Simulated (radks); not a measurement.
Results of a calculation; reference values are marked as such.
Gd4+, configuration [Xe] 4f6.

Level of theory: Dirac Kohn-Sham, PW91, spin-unpolarised, spherical densities, point nucleus; open shells fill j = l - 1/2 first (a radial shooting solver on a logarithmic mesh with Libxc functionals).

Energy parts (hartree):
total: -11278.4896
kinetic: 12301.6002
electron-nucleus: -27607.1335
Hartree: 4276.6951
exchange-correlation: -249.6513

Orbitals (lengths in bohr, moments of r in powers of bohr; <r^-3> diverges for s and p1/2):
| orbital | occ. | eigenvalue (hartree) | <r^-3> | small-component weight |
|---|---|---|---|---|
| 1s1/2 | 2 | -1841.228 | - | 5.69e-02 |
| 2s1/2 | 2 | -305.2791 | - | 1.26e-02 |
| 2p1/2 | 2 | -289.9528 | - | 1.26e-02 |
| 2p3/2 | 4 | -264.3735 | 9905 | 1.17e-02 |
| 3s1/2 | 2 | -69.02627 | - | 3.98e-03 |
| 3p1/2 | 2 | -62.38748 | - | 3.92e-03 |
| 3p3/2 | 4 | -57.14152 | 2099 | 3.66e-03 |
| 3d3/2 | 4 | -45.67954 | 352.6 | 3.54e-03 |
| 3d5/2 | 6 | -44.53699 | 313.4 | 3.47e-03 |
| 4s1/2 | 2 | -15.26205 | - | 1.27e-03 |
| 4p1/2 | 2 | -12.67544 | - | 1.19e-03 |
| 4p3/2 | 4 | -11.50090 | 471.2 | 1.10e-03 |
| 4d3/2 | 4 | -7.23684 | 67.52 | 9.41e-04 |
| 4d5/2 | 6 | -7.02338 | 59.22 | 9.17e-04 |
| 5s1/2 | 2 | -3.34611 | - | 2.92e-04 |
| 5p1/2 | 2 | -2.59687 | - | 2.42e-04 |
| 5p3/2 | 4 | -2.41381 | 73.15 | 2.20e-04 |
| 4f5/2 | 6 | -1.98041 | 8.926 | 5.75e-04 |
| 4f7/2 | 0 | -1.95021 | 8.634 | 5.66e-04 |
| 5d3/2 | 0 | -1.38700 | 6.783 | 1.31e-04 |
| 5d5/2 | 0 | -1.36583 | 5.948 | 1.27e-04 |
| 6s1/2 | 0 | -1.18263 | - | 7.50e-05 |
| 6p1/2 | 0 | -0.97198 | - | 6.39e-05 |
| 6p3/2 | 0 | -0.93117 | 16.76 | 6.11e-05 |

The highest occupied level is 4f5/2 at -53.890 eV. Summed over all electrons, <r^2> = 32.00 bohr^2, which gives a Langevin (diamagnetic) susceptibility term of -25.3 x 10^-6 cm^3/mol. The density falls to 0.001 e/bohr^3 at r = 3.10 bohr.
